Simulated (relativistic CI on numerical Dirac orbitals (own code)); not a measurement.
**Au⁵⁺: resonant inelastic scattering at the O2,3 edge**

Computed with this model: Dirac-Coulomb-Breit CI, separate exchange-only KLI orbitals for each configuration, QED by a radiative potential, valence Slater integrals scaled by 0.9, Kramers-Heisenberg scattering through one core-hole configuration in a parametric crystal field; configurations [Xe] 4f14 5d6 → [Kr] 4d10 4f14 5s2 5p5 5d7; 300 K; core-hole width 1 eV; summed over polarisations. Incident energies are the highest absorption maxima for each field (at most a few, so the weaker spin-orbit partner edge can be absent), on the computed scale of the free ion. Intensities are in per cent of the strongest line above 0.02 eV; levels within 1 cm⁻¹ are merged; final levels count from the ground level, the first row holds all elastic scattering, lines under 0.4 are left out and each table stops after 24 rows. The scale of the Slater integrals is a model choice and moves the terms in proportion.

Field parameters in Wybourne normalisation: Td as Oh with Dq negative (B⁴₀ = 21Dq, B⁴₄ = √(5/14) B⁴₀). The field is a parameter set, without covalency.

S is read from ⟨S²⟩ = S(S + 1).

Td, 10Dq = -4450 cm⁻¹:

```
Final level (eV)  Degeneracy  Irrep     S  55.5 eV  58.9 eV  60.4 eV
           0.000           1     A1  1.83     60.4    145.9    204.9
           0.020           2      E  1.79      7.3     27.7     36.6
           0.028           3     T1  1.82     17.0     32.7    100.0
           0.084           3     T2  1.76      8.0     34.7     48.2
           0.928           1     A2  1.93      0.0      1.1      2.3
           0.937           2      E  1.57      1.0      5.1     13.3
           0.943           3     T2  1.68      0.8      4.3      8.1
           1.294           3     T2  1.80      0.1      5.4      4.6
           1.358           3     T1  1.90      0.4      4.4      3.9
           1.713           1     A1  1.72      0.2      0.9      6.1
           1.734           3     T1  1.82      0.2      0.8      4.0
           2.088           3     T2  1.09      0.1      9.3     10.9
           2.348           2      E  1.09      0.3      7.6      8.9
           2.439           3     T1  1.05      0.6      7.9      8.3
           2.494           1     A1  1.01      0.3      5.1      4.1
           2.902           2      E  1.05      0.1      1.6      3.3
           2.950           3     T2  0.97      0.1      0.8      0.7
           2.967           3     T1  0.97      0.1      0.9      2.8
           2.998           3     T1  0.95      0.2      1.3      2.6
           3.031           3     T2  1.09      0.2      2.7      1.1
           3.036           1     A1  0.94      0.1      0.6      1.6
           3.082           2      E  1.05      0.1      0.7      2.0
           3.121           3     T1  0.99      0.4      3.2      1.2
           3.138           3     T2  0.91      0.2      1.4      0.6
```

Td, 10Dq = -10000 cm⁻¹:

| Final level (eV) | Degeneracy | Irrep | S | 55.6 eV | 59.4 eV | 60.7 eV |
| --- | --- | --- | --- | --- | --- | --- |
| 0.000 | 2 | E | 1.73 | 66.4 | 169.8 | 145.4 |
| 0.004 | 1 | A1 | 1.80 | 2.7 | 13.6 | 5.3 |
| 0.069 | 3 | T1 | 1.81 | 24.0 | 50.9 | 100.0 |
| 0.141 | 3 | T2 | 1.67 | 7.6 | 26.9 | 54.8 |
| 0.844 | 1 | A2 | 1.94 | 0.1 | 4.6 | 9.2 |
| 1.116 | 3 | T2 | 1.60 | 3.0 | 13.4 | 15.3 |
| 1.176 | 2 | E | 1.47 | 3.3 | 18.7 | 28.3 |
| 1.597 | 3 | T2 | 1.55 | 0.2 | 23.3 | 24.2 |
| 1.776 | 3 | T1 | 1.83 | 0.8 | 12.8 | 13.7 |
| 1.894 | 3 | T2 | 1.41 | 0.2 | 12.3 | 6.3 |
| 2.041 | 1 | A1 | 1.58 | 0.6 | 5.2 | 15.9 |
| 2.143 | 3 | T1 | 1.71 | 0.7 | 2.8 | 7.3 |
| 2.167 | 2 | E | 1.25 | 0.2 | 9.0 | 10.5 |
| 2.332 | 1 | A1 | 1.17 | 0.1 | 8.6 | 3.0 |
| 2.333 | 3 | T1 | 1.24 | 0.6 | 4.0 | 7.6 |
| 2.817 | 2 | E | 1.05 | 0.1 | 5.1 | 7.1 |
| 2.922 | 3 | T2 | 1.16 | 0.1 | 4.2 | 5.6 |
| 2.987 | 3 | T1 | 0.97 | 0.1 | 1.1 | 6.6 |
| 3.120 | 3 | T2 | 1.16 | 0.2 | 3.9 | 1.5 |
| 3.156 | 2 | E | 1.11 | 0.1 | 1.4 | 4.6 |
| 3.218 | 3 | T1 | 0.98 | 0.3 | 2.5 | 1.3 |
| 3.308 | 3 | T2 | 0.95 | 0.1 | 5.3 | 2.1 |
| 3.364 | 3 | T1 | 0.97 | 0.3 | 1.9 | 1.7 |
| 3.402 | 1 | A1 | 0.95 | 0.1 | 1.6 | 3.8 |

Td, 10Dq = -15600 cm⁻¹:

```
Final level (eV)  Degeneracy  Irrep     S  59.3 eV  60.1 eV  64.2 eV
           0.000           2      E  1.61    340.0    367.3    165.7
           0.067           1     A1  1.73     48.7     14.1      1.4
           0.162           3     T2  1.52     47.1     74.8     14.2
           0.163           3     T1  1.76     59.8    100.0     22.3
           0.940           1     A2  1.94     14.2     17.4     19.7
           1.385           3     T2  1.34      5.7     17.0     73.0
           1.447           2      E  1.30     18.9     43.1      1.9
           1.541           3     T2  1.45     29.8     58.2     14.1
           2.004           2      E  1.33     22.1     45.4     49.0
           2.090           1     A1  1.19      3.6     11.1      7.1
           2.105           3     T1  1.27     16.1      5.8     69.3
           2.284           3     T2  1.58     49.7     68.6     16.0
           2.404           3     T1  1.73     25.6     29.8     26.6
           2.587           1     A1  1.48     11.2     18.6      6.8
           2.772           3     T1  1.72     25.6     12.2     49.6
           2.949           2      E  1.13     12.7     17.4     16.0
           3.090           3     T2  1.21      3.8     19.1      4.8
           3.135           3     T1  0.97      2.9      3.6     29.8
           3.239           1     A2  0.97      1.0      0.6      6.7
           3.364           2      E  1.16      5.0      3.6     11.4
           3.387           3     T2  1.28      7.6     14.7     12.5
           3.507           3     T2  0.94      7.3      4.5     29.2
           3.520           3     T1  1.01      2.4      5.0     15.0
           3.699           3     T1  1.00      1.5      2.8      2.8
```

For the first field the strongest loss at the lowest incident energy is the level at 0.03 eV (S = 1.82, against 1.81 in the thermal ground state). Levels of other spin, the first over 8 % at 2.09 eV, appear because spin-orbit coupling of the core hole, and in heavier ions of the valence shell too, mixes spins.
